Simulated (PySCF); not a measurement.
**GeS: energy against distance**

Set-up: PySCF, no relativity, basis sets Ge def2-TZVPP, S def2-TZVPP. Energies in eV from Ge + S in their ground configurations at the same level. State: ¹Σ⁺ (singlet), closed shell.

Curves on a restricted Hartree–Fock reference rise too fast on stretching and do not dissociate correctly.

```json
{"R (Å)": "1.736", "r²SCAN": "-4.092", "RHF-CCSD": "", "PBE": "-4.126", "M06": "-4.224"}
{"R (Å)": "1.817", "r²SCAN": "-5.048", "RHF-CCSD": "-4.428", "PBE": "-5.119", "M06": "-5.195"}
{"R (Å)": "1.898", "r²SCAN": "-5.576", "RHF-CCSD": "-4.967", "PBE": "-5.688", "M06": "-5.738"}
{"R (Å)": "1.958", "r²SCAN": "-5.765", "RHF-CCSD": "-5.157", "PBE": "-5.909", "M06": "-5.936"}
{"R (Å)": "2.019", "r²SCAN": "-5.820", "RHF-CCSD": "-5.209", "PBE": "-5.996", "M06": "-6.000"}
{"R (Å)": "2.080", "r²SCAN": "-5.773", "RHF-CCSD": "-5.154", "PBE": "-5.981", "M06": "-5.959"}
{"R (Å)": "2.160", "r²SCAN": "-5.591", "RHF-CCSD": "-4.956", "PBE": "-5.841", "M06": "-5.784"}
{"R (Å)": "2.261", "r²SCAN": "-5.234", "RHF-CCSD": "-4.572", "PBE": "-5.536", "M06": "-5.430"}
{"R (Å)": "2.382", "r²SCAN": "-4.696", "RHF-CCSD": "-3.992", "PBE": "-5.057", "M06": "-4.888"}
{"R (Å)": "2.544", "r²SCAN": "-3.903", "RHF-CCSD": "", "PBE": "-4.335", "M06": "-4.079"}
```

Question: Put a parabola through the three lowest points of the r²SCAN curve and estimate Re, k and ωe (reduced mass 22.32 u; 1 eV/Å² = 0.16022 mdyn/Å; ωe = 1302.8·√(k/μ) cm⁻¹).

Answer: Through R = 1.958, 2.019, 2.08 Å the second-order coefficient is 13.7 eV/Å², so Re ≈ 2.021 Å, k ≈ 4.39 mdyn/Å and ωe ≈ 578 cm⁻¹. A polynomial fit of higher order to the unrounded r²SCAN energies gives Re = 2.019 Å, k = 4.48 mdyn/Å, ωe = 584 cm⁻¹; anharmonicity and rounding make the difference.

The higher-order fit for each curve: r²SCAN: Re = 2.019 Å, ωe = 584 cm⁻¹, De = 5.82 eV; RHF-CCSD: Re = 2.015 Å, ωe = 600 cm⁻¹, De = 5.21 eV; PBE: Re = 2.038 Å, ωe = 559 cm⁻¹, De = 6.00 eV; M06: Re = 2.023 Å, ωe = 583 cm⁻¹, De = 6.00 eV.

Correlated steps freeze 14 core orbitals. Where the molecule has an RHF reference, its open-shell atoms are computed with UHF.
